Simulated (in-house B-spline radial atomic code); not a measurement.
Orbital energies and mean radii along the 66-electron series, configuration [Xe] 4f12. The effective charge is n√(-2ε), a non-relativistic measure. Computed with a radial B-spline atomic code at the basis-set limit: Dirac-Hartree-Fock, average of the configuration, finite nuclei.

| ion | Z | energy of 5p1/2 (Eh) | mean radius of 5p1/2 (bohr) | energy of 4p3/2 (Eh) | mean radius of 4p3/2 (bohr) | energy of 5p3/2 (Eh) | mean radius of 5p3/2 (bohr) | effective charge of 5p1/2 |
| --- | --- | --- | --- | --- | --- | --- | --- | --- |
| Er2+ | 68 | -1.8655 | 1.4326 | -13.013 | 0.54853 | -1.656 | 1.5356 | 9.6578 |
| Tm3+ | 69 | -2.485 | 1.3596 | -14.203 | 0.53705 | -2.2428 | 1.4527 | 11.147 |
| Yb4+ | 70 | -3.172 | 1.2928 | -15.508 | 0.52579 | -2.892 | 1.3784 | 12.594 |
| Lu5+ | 71 | -3.9198 | 1.2323 | -16.913 | 0.51479 | -3.5975 | 1.3122 | 14 |

**Question.** How does the screening of 5p1/2 change?

**Answer.** Z less the effective charge goes from 58.34 at Z = 68 to 57.00 at Z = 71.
